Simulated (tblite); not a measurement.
Compound: C5H8BCl.
Numbering: `[BH2:1][C@@H:2]1[C@H:3]([Cl:4])[C:5]12[CH2:6][CH2:7]2` (hydrogens: H8, H9 on B1; H10 on C2; H11 on C3; H12, H13 on C6; H14, H15 on C7)

Computed with GFN2-xTB (tblite), gas phase: Langevin dynamics at 200 K from the optimised GFN2-xTB geometry, time step 0.5 fs, friction 0.01 fs⁻¹, 2000 steps.

The start geometry, which sets the zero of energy:
```
atom  x, y, z in Å
B1      2.117   -0.484    0.244
C2      0.925   -0.250   -0.707
C3      0.241    1.117   -0.876
Cl4     0.853    2.531   -0.030
C5     -0.437    0.062   -0.134
C6     -1.772   -0.576   -0.112
C7     -1.125   -0.088    1.165
H8      2.223    0.143    1.223
H9      2.897   -1.315   -0.011
H10     0.885   -0.833   -1.624
H11    -0.089    1.390   -1.871
H12    -1.833   -1.642   -0.278
H13    -2.611   -0.024   -0.510
H14    -0.755   -0.823    1.864
H15    -1.522    0.800    1.635
```

Problem. These frames come from the run, each turned onto the start geometry. Order them by potential energy, lowest first.
A.
```
atom  x, y, z in Å
B1      2.233   -0.399    0.239
C2      0.908   -0.272   -0.619
C3      0.281    1.068   -0.902
Cl4     0.950    2.495   -0.074
C5     -0.491    0.062   -0.135
C6     -1.817   -0.570   -0.179
C7     -1.241   -0.102    1.144
H8      2.278    0.230    1.215
H9      2.982   -1.264   -0.053
H10     0.913   -0.887   -1.504
H11    -0.098    1.359   -1.931
H12    -1.955   -1.614   -0.366
H13    -2.662    0.046   -0.455
H14    -0.773   -0.840    1.806
H15    -1.512    0.697    1.792
```
B.
```
atom  x, y, z in Å
B1      2.142   -0.465    0.241
C2      0.907   -0.247   -0.700
C3      0.245    1.127   -0.880
Cl4     0.945    2.559   -0.128
C5     -0.418    0.062   -0.066
C6     -1.758   -0.568   -0.094
C7     -1.149   -0.081    1.192
H8      2.113   -0.156    1.368
H9      3.038   -1.094   -0.152
H10     0.825   -0.872   -1.626
H11    -0.192    1.328   -1.822
H12    -1.709   -1.636   -0.260
H13    -2.619   -0.009   -0.579
H14    -0.860   -0.824    1.890
H15    -1.515    0.882    1.593
```
C.
```
atom  x, y, z in Å
B1      2.164   -0.469    0.212
C2      0.905   -0.353   -0.663
C3      0.279    1.042   -0.773
Cl4     0.818    2.448    0.069
C5     -0.480   -0.034   -0.114
C6     -1.833   -0.581   -0.085
C7     -1.160   -0.069    1.185
H8      2.222    0.156    1.183
H9      3.118   -1.123   -0.173
H10     0.906   -0.828   -1.626
H11    -0.086    1.315   -1.769
H12    -1.980   -1.649   -0.260
H13    -2.550    0.068   -0.568
H14    -0.892   -0.811    1.931
H15    -1.436    0.895    1.430
```
D.
```
atom  x, y, z in Å
B1      2.052   -0.481    0.271
C2      0.930   -0.197   -0.752
C3      0.245    1.127   -0.903
Cl4     0.829    2.548   -0.098
C5     -0.434    0.080   -0.154
C6     -1.745   -0.584   -0.114
C7     -1.070   -0.100    1.167
H8      2.157    0.201    1.196
H9      2.739   -1.444    0.123
H10     0.972   -0.785   -1.630
H11    -0.156    1.418   -1.874
H12    -1.817   -1.622   -0.303
H13    -2.593   -0.049   -0.502
H14    -0.706   -0.865    1.840
H15    -1.407    0.759    1.713
```
E.
```
atom  x, y, z in Å
B1      2.117   -0.422    0.261
C2      0.848   -0.213   -0.615
C3      0.216    1.137   -0.926
Cl4     1.084    2.426   -0.227
C5     -0.461    0.172   -0.072
C6     -1.756   -0.575   -0.091
C7     -1.113   -0.155    1.201
H8      2.112    0.094    1.315
H9      2.912   -1.298   -0.075
H10     0.828   -0.804   -1.501
H11    -0.169    1.385   -1.916
H12    -1.715   -1.580   -0.411
H13    -2.603   -0.016   -0.498
H14    -0.654   -0.855    1.874
H15    -1.648    0.715    1.658
```

Solution. D (0.110 eV), B (0.227 eV), C (0.322 eV), A (0.394 eV), E (0.457 eV).

In the order of the answer:

```csv
t (fs),E above start (eV),largest force (eV/Å),rms force component (eV/Å),rms distance from start (Å),rms bond change (Å),bond most changed (Å)
125,0.110,1.10,0.391,0.094,0.017,C2–C3 -0.039
600,0.227,1.65,0.573,0.142,0.023,C6–H13 +0.055
225,0.322,2.07,0.658,0.146,0.022,B1–H9 +0.050
775,0.394,2.11,0.605,0.112,0.022,C3–H11 +0.052
350,0.457,2.29,0.660,0.136,0.027,B1–H9 +0.062
```

The cost below is that of the whole dynamics run. The run took 11 s of wall time on an Arm Neoverse V1 with one thread, no GPU, shared host with 32 logical CPUs at a one-minute load of 10, and the process peaked at 0.18 GiB of memory.
